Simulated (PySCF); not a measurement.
## Structure from NMR data

An unknown has the formula C4H7F3OSi2. Its calculated NMR data are:

¹H NMR (300 MHz, computed): δ 9.96 (s, 1H), 7.24 (m, 1H), 5.26 (m, 2H), 4.25 (s, 3H).

¹³C{¹H} NMR (computed): δ 199.5 (CH), 165.5 (CH), 152.0 (C), 133.1 (C).

Computed data (PySCF 2.14): GFN2-xTB geometry, PBE0/pcSseg-1 with gauge-including orbitals. No solvent, non-relativistic, rapidly exchanging positions averaged, single conformer.

References, each an isolated molecule treated in the same way: TMS for ¹H and ¹³C.

Question: What is the structure?

Answer: 
Rings plus π bonds: 2 (no ring in the answer). 4 carbon signals for 4 carbons: no two carbons are equivalent. Carbon types of the structure: 2 × C, 2 × CH, leaving 5 H on heteroatoms. δC 199.5: aldehyde carbonyl carbon; the double bond to the heteroatom, with no lone-pair donor beside it, deshields it most. δC 165.5: β carbon of a C=C–C=O unit; conjugation with the carbonyl draws π density from the β position. δC 152.0: α carbon of a C=C–C=O unit; as expected for a trigonal carbon in a double bond. δC 133.1: allylic fully substituted sp3 carbon bonded to 2 F and Si; 2 electronegative neighbours deshield it. δH 9.96: hydrogen on an aldehyde carbonyl carbon; the formyl region, downfield of aromatic protons. δH 7.24: hydrogen on a β carbon of a C=C–C=O unit; olefinic region. δH 5.26: hydrogen on a silicon bonded to C, F.

Structure: `O=C/C([SiH3])=C/C(F)(F)[SiH2]F`.

The data come from this structure; uniqueness wasn't tested.

Splittings by ¹⁹F in the carbon and heteronuclear signals aren't shown, as no couplings were computed. Shifts are as computed. Against solution values, carbons near 30 ppm lie about +3 ppm off and those near 130 ppm about +5 ppm. Of 1211 compounds with measured shifts, 218 miss one by over three times the rms of a fit or turn the order of signals round; such compounds aren't used in these exercises. Multiplicities follow the n + 1 count of equivalent neighbours, as no J values were calculated; m marks all less simple cases, F and P coupling included.
